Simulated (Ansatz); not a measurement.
Ansatz (an electronic-structure program) input (B3LYP-D3(BJ)/def2-TZVP):

Ansatz 0.2 input:
```yaml
crystal:
  periodic: [false, false, false]
  atoms:
    - {symbol: Lu, position_ang: [0.62943825, -0.03819521, 0.74823990]}
    - {symbol: Cl, position_ang: [1.07029257, 0.33330242, -1.48695265]}
    - {symbol: Cl, position_ang: [-1.66840494, -0.25111710, 0.68990562]}
basis:
  gaussian:
    orbitals: def2-TZVP
hamiltonian:
  xc: b3lyp
  dispersion: d3bj
total_charge: 1
relax: {f_tol: 0.002, max_steps: 150}
```

End of the output:

```
the calculation of the forces begins
reference -58685.08283165 eV, -2156.6370158851 hartree; 38, 38 occupied and 132, 132 virtual orbitals, 1365 factors
relax step   5: F+E_penalty+E_count = -58685.23288694 eV  Δ(F+E_penalty+E_count) = -1.079e-6 eV  max|allowed force component| = 2.409e-4 eV/Å  Δτ_max = 0.0006 Å  (34 SCF iters, accepted)
integrals: 0.13 GiB planned
1365 factors; their error is unknown
mean field: 1.05 GiB planned
mean field evaluation 64: about -58684.9385 eV, gradient 5.0e-1 eV
mean field -58685.08258177 eV, -2156.6370067025 hartree, gradient 1.7e-5 eV, S^2 0.000000; 1 other end points of the search recorded, 0 dependent functions left out
the calculation of the forces begins
reference -58685.08283165 eV, -2156.6370158851 hartree; 38, 38 occupied and 132, 132 virtual orbitals, 1365 factors
Total energy: -58685.23313681 eV, -2156.6425394981 hartree
Atom 0 at     0.553281    -0.031698     0.654219 Å, force    -0.000193     0.000017    -0.000241 eV/Å
Atom 1 at     1.217393     0.353320    -1.526614 Å, force     0.000239     0.000022     0.000008 eV/Å
Atom 2 at    -1.739348    -0.277633     0.823587 Å, force    -0.000046    -0.000039     0.000233 eV/Å
Dipole moment:     0.773854    -0.066091     0.955827 e Å
```
